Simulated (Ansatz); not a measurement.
Wavefunction ladder for H₆HfN₂O₂, SMILES `[NH2][Hf]([NH2])([OH])[OH]`

Cartesian coordinates in Å:
```
N -0.155 0.460 -1.811
Hf -0.260 -0.080 0.159
N 1.644 0.001 0.904
O -0.819 -1.912 0.464
O -1.490 1.197 0.945
H -0.784 1.100 -2.274
H 0.518 0.122 -2.482
H 2.073 -0.706 1.483
H 2.300 0.757 0.771
H -1.237 -2.729 0.215
H -1.790 1.790 1.625
```

Charge 0, multiplicity 1. Correlated methods include outer-core shells of Hf, which these sets cover unevenly. Hf takes the def2 core potential. The geometry is a stationary point of PBE0-D4/def2-TZVP. It is one conformer, not always the lowest. Frozen core, restricted reference, Ansatz 0.2.0.

```
     basis     HF (Eh)  MP2 corr.
  def2-SVP  -309.59800   -0.95373
def2-TZVPP  -309.94652   -1.24678
def2-QZVPP  -309.96035   -1.36726
```

Question: Estimate the CCSD correlation energy and the (T) correction in each basis where they were run (hartree).

Answer: 
| basis | CCSD corr. | (T) |
| --- | --- | --- |
| def2-SVP | -0.97778 | -0.02694 |
| def2-TZVPP | -1.25724 | -0.04897 |
